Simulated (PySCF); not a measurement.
Geometries of 2 isomers of C4H6OSSi, from PySCF, PBE0-D3(BJ)/def2-SVP geometry optimisation, gas phase. One conformer each, no zero-point energy, no frequencies.

Question: Which is lower in electronic energy at this level?
A.
```xyz
13
angstrom
Si     2.642    0.154    0.079
S      1.293   -1.005   -1.147
C     -0.245   -0.468   -0.507
C     -1.529   -0.807   -0.833
C     -2.366   -0.038    0.037
C     -1.533    0.702    0.817
O     -0.242    0.444    0.489
H      2.464    1.618   -0.127
H      2.515   -0.189    1.523
H      3.971   -0.280   -0.438
H     -1.834   -1.516   -1.598
H     -3.453   -0.040    0.073
H     -1.688    1.424    1.613
```
B.
```xyz
13
angstrom
Si    -2.205    0.406    0.174
O     -0.740   -0.426    0.229
C      0.499    0.063    0.107
C      1.665   -0.621    0.329
C      2.813    0.190    0.105
C      2.513    1.467   -0.279
S      0.807    1.710   -0.383
H     -2.219    1.468    1.221
H     -2.384    1.024   -1.172
H     -3.242   -0.624    0.432
H      1.677   -1.664    0.644
H      3.838   -0.165    0.228
H      3.190    2.287   -0.512
```

Answer: B. That is `[SiH3]Oc1cccs1`, 8.6 kcal/mol below the other.

```json
{"SMILES": "[SiH3]Oc1cccs1", "atoms numbered as above": "[SiH3:1][O:2][c:3]1[cH:4][cH:5][cH:6][s:7]1", "E (Eh)": "-918.04625", "relative (kcal/mol)": "0.0", "relative (kJ/mol)": "0.0", "dipole (D)": "0.63"}
{"SMILES": "[SiH3]Sc1ccco1", "atoms numbered as above": "[SiH3:1][S:2][c:3]1[cH:4][cH:5][cH:6][o:7]1", "E (Eh)": "-918.03251", "relative (kcal/mol)": "8.6", "relative (kJ/mol)": "36.1", "dipole (D)": "1.19"}
```

As drawn, the lower has an Si–O bond, which the higher lacks.
